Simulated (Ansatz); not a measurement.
A structure relaxed at r2SCAN-D4/def2-TZVPD in Ansatz, charge -1, doublet:

```
atom   x (Å)   y (Å)   z (Å)
  K1  -0.081  -0.568   1.847
  K2   0.081   0.569  -1.847
  S3   2.118  -0.688  -0.118
  S4  -2.118   0.687   0.119
```

Q: Give its formula and point group.

A: the cluster K₂S₂⁻. Point group D2h (tolerance 0.1 Å).

Q: Summarise the bond lengths by kind (pairs closer than 1.2 times the sum of covalent radii, bridged metal pairs left out).

A: 4 × K–S 2.95 Å.

The highest occupied level of the charge -1 doublet lies above zero (up to 0.15 eV). The electron is either unbound and held by the finite basis, or the level is raised by self-interaction error. Another isomer (doublet) lies 0.65 eV lower at PBE0-D4/def2-TZVPD; other spin states weren't run for this one.
